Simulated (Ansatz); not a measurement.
Complex (SMILES): N (NH3) with F (HF), atoms 1 to 4 the first; geometry from B3LYP-D3(BJ)/def2-TZVP, monomers rigid:
```xyz
6

N     -0.5698    -0.2403    -0.1194
H     -0.4344     0.5969    -0.6751
H     -0.4917     0.0187     0.8578
H      0.1864    -0.8813    -0.3329
F     -2.9138    -1.3411    -0.6221
H     -2.0588    -0.9396    -0.4388
```

Basis-set convergence of the counterpoise-corrected interaction energy at HF with Ansatz (a quantum-chemistry and plane-wave program). Cartesian d functions, on some or all atoms, in 6-31+G*; all else is spherical. No added dispersion term, no relativity. Functions are those of the species that has most. Reference: the value in aug-pcseg-3, -11.65 kcal/mol, itself unsure by roughly 0.02 kcal/mol (its mean distance from aug-cc-pVQZ, def2-QZVPPD).

```
basis              functions  counterpoise-corrected interaction energy (kcal/mol)
-----------------  ---------  ----------------------------------------------------
def2-SV(P)                36                                                -12.74
6-31+G*                   46                                                -12.01
def2-SVP                  48                                                   [?]
6-311G**                  60                                                -11.17
def2-SVPD                 75                                                -12.03
aug-cc-pVDZ               82                                                   [?]
aug-pcseg-1               82                                                   [?]
def2-TZVP                 86                                                -11.61
def2-TZVPD               113                                                   [?]
6-311++G(3df,3pd)        150                                                -11.60
aug-cc-pVTZ              184                                                -11.64
cc-pV5Z                  402                                                -11.60
pcseg-4                  446                                                -11.64
```

Fill in the missing entries.


- def2-SVP, counterpoise-corrected interaction energy (kcal/mol): -11.76
- aug-cc-pVDZ, counterpoise-corrected interaction energy (kcal/mol): -11.53
- aug-pcseg-1, counterpoise-corrected interaction energy (kcal/mol): -11.68
- def2-TZVPD, counterpoise-corrected interaction energy (kcal/mol): -11.56
